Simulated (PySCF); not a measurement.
From one molecule to another.

First species: SF₄.
Z-matrix (Å and degrees, GFN2-xTB geometry), rows numbered from 1:
```
F 
S   1  1.6159
F   2  1.6157  1  100.11
F   2  1.6917  1   88.78  3    88.52
F   2  1.6917  1   88.75  3   -88.51
```

Second species: C₄H₄FNO.
Z-matrix (Å and degrees, GFN2-xTB geometry), rows numbered from 1:
```
N 
C   1  1.3546
O   2  1.2087  1  124.25
C   2  1.4492  1  112.77  3  -179.91
C   4  1.2026  2  173.78  1   179.47
C   5  1.4466  4  174.95  2  -179.35
F   6  1.3774  5  111.01  4    -0.30
H   1  1.0044  2  121.88  3   179.84
H   1  1.0064  2  118.80  3     0.16
H   6  1.0969  5  110.60  4   118.42
H   6  1.0969  5  110.63  4  -119.03
```

Levels: PBE0/def2-SVPD for dipole moment, HOMO energy, LUMO energy, HOMO–LUMO gap, static isotropic polarisability and electronic spatial extent ⟨r²⟩ about the centre of nuclear charge; TDDFT PBE0/def2-SVPD for lowest singlet excitation; TDA PBE0/def2-SVPD for lowest triplet excitation (Tamm–Dancoff); GFN2-xTB for rotational constant A and rotational constant C. Geometries: GFN2-xTB. All species are isolated and taken at one optimised geometry, non-relativistic unless stated; the electronic structure was computed with PySCF and density fitting.

The conformers computed, where there is a choice (atom-mapped SMILES and torsion angles):
- `[NH2:1][C:2](=[O:3])[C:4]#[C:5][CH2:6][F:7]`: H–N1–C2–O3 180°, H–N1–C2–O3 0°

```tsv
property	column X	column Y
dipole moment	0.84 D	2.27 D
HOMO energy	-10.31 eV	-8.03 eV
LUMO energy	-2.98 eV	-1.08 eV
HOMO–LUMO gap	7.33 eV	6.95 eV
lowest singlet excitation	5.99 eV	4.98 eV
lowest triplet excitation (Tamm–Dancoff)	4.33 eV	4.52 eV
static isotropic polarisability	30.1 au	62.0 au
electronic spatial extent ⟨r²⟩ about the centre of nuclear charge	401 bohr²	1081 bohr²
rotational constant A	6.066 GHz	8.127 GHz
rotational constant C	3.028 GHz	0.958 GHz
```

**Question.** Which column belongs to which species?

**Answer.** Column X is the first species and column Y the second. The first has 5 atoms and 52 electrons, the second 11 and 52.

**Question.** How does each property change from the first species to the second?

**Answer.** dipole moment +1.43 D; HOMO energy +2.28 eV; LUMO energy +1.90 eV; HOMO–LUMO gap -0.38 eV; lowest singlet excitation -1.01 eV; lowest triplet excitation (Tamm–Dancoff) +0.19 eV; static isotropic polarisability +31.9 au; electronic spatial extent ⟨r²⟩ about the centre of nuclear charge +680 bohr²; rotational constant A +2.061 GHz; rotational constant C -2.070 GHz.

On the first: The polarisability is 4.46 Å³ as a volume (1 au = 0.148185 Å³), or 0.58 au for each of the 52 electrons. The vertical singlet–triplet gap S1 − T1 is 1.66 eV (TDDFT singlet less Tamm–Dancoff triplet; S1: HOMO→LUMO, weight 0.98; T1: HOMO→LUMO, weight 0.97).

On the second: The polarisability is 9.19 Å³ as a volume (1 au = 0.148185 Å³), or 1.19 au for each of the 52 electrons. The dipole equals about 7.6 × 10⁻³⁰ C·m (1 D = 3.33564 × 10⁻³⁰ C·m).
